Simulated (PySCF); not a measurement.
NMR problem set

Theoretical values (PySCF 2.14): geometry: GFN2-xTB, shieldings: GIAO PBE0/pcSseg-1, couplings computed with B3LYP/pcJ-1. A single conformation, in vacuum, no relativistic terms, one averaged value for each set of equivalent atoms.

Referencing at the same level of theory: TMS for $^{1}$H (σ = 31.72 ppm), $^{13}$C (σ = 186.93 ppm). Multiplet labels drop J under 1 Hz and among equivalent protons, and merge close values. Unscaled 3J(H,H) run several per cent high. Splittings of carbon signals by F and P are missing where no couplings were computed. Where no couplings were computed, multiplicities follow the n + 1 count of equivalent neighbours, and m marks all less simple cases (inequivalent or close neighbours, rings, F or P nearby). One-bond C–F couplings are unscaled and too large by tens of Hz. Acid and N–H amide carbonyl carbons lie up to 10 ppm further downfield in solution (hydrogen bonding). Shifts are as computed. Against solution values, carbons near 30 ppm lie about +3 ppm off and those near 130 ppm about +5 ppm. Of 1211 compounds with measured shifts, 218 miss one by over three times the rms of a fit or turn the order of signals round; such compounds aren't used in these exercises. OH and NH positions are gas-phase values without hydrogen bonding to other molecules.

Problem. C$_{3}$H$_{6}$N$_{2}$O$_{2}$Si. $^{1}$H NMR (400 MHz, computed): δ 8.38 (s, 1H), 5.31 (q, 2H), 0.53 (t, 3H). $^{13}$C{$^{1}$H} NMR (computed): δ 177.4 (C), 171.1 (CH), -3.0 (CH3). Identify the compound.

Solution. `C[SiH2]Oc1ncon1`. The formula gives 3 degrees of unsaturation (1 ring in the answer). 3 carbon signals for 3 carbons: no two carbons are equivalent. Carbon types of the structure: 1 × C, 1 × CH, 1 × CH3, leaving 2 H on heteroatoms. δC 177.4: aromatic carbon bearing oxygen; the electronegative substituent deshields the carbon that carries it. δC 171.1: aromatic CH between two ring heteroatoms. δC -3.0: methyl carbon bonded to Si; an electropositive neighbour leaves it electron-rich and shielded. δH 0.53: hydrogen on a methyl carbon bonded to Si; an electropositive neighbour shields it, as in TMS itself.

The data come from this structure; uniqueness wasn't tested.

Problem. C$_{5}$HF$_{3}$O$_{2}$. $^{1}$H NMR (400 MHz, computed): δ 6.44 (br s, 1H). $^{13}$C{$^{1}$H} NMR (computed): δ 176.7 (C), 156.7 (C), 123.8 (C), 106.1 (C), 79.4 (C). Identify the compound.

Solution. `O=C(O)C#CC(F)=C(F)F`. The formula gives 4 degrees of unsaturation (no ring in the answer). 5 carbon signals for 5 carbons: no two carbons are equivalent. Carbon types of the structure: 5 × C, leaving 1 H on heteroatoms. δC 176.7, 123.8: fully substituted alkene carbon. δC 156.7: carboxylic acid carbon; lone-pair donation from the attached heteroatom keeps it upfield of a ketone carbonyl. δC 106.1, 79.4: alkyne carbon. δH 6.44: hydrogen on an acid hydroxyl oxygen; exchangeable, gas-phase position.

The shifts were computed for this structure.

Problem. C$_{4}$H$_{3}$FO. $^{1}$H NMR (600 MHz, computed): δ 8.77 (dt, J = 8.8, 2.5 Hz, 1H), 6.03 (dd, J = 54.2, 2.5 Hz, 2H). $^{13}$C{$^{1}$H} NMR (computed): δ 181.9 (C, d, J = 12.0 Hz), 155.0 (CH, d, J = 26.0 Hz), 149.6 (C, d, J = 10.6 Hz), 83.3 (CH2, d, J = 242.5 Hz). Identify the compound.

Solution. SMILES FCC1=CC1=O. Rings plus π bonds: 3 (1 ring in the answer). 4 carbon signals for 4 carbons: no two carbons are equivalent. Carbon types of the structure: 2 × C, 1 × CH, 1 × CH2, which accounts for all hydrogens. δC 181.9: unsaturated ring carbon. δC 155.0: unsaturated ring CH. δC 149.6: ring carbonyl carbon. δC 83.3: sp3 CH2 bonded to F, on an unsaturated ring; deshielded by the electronegative neighbour.

This is the structure that produced the data.
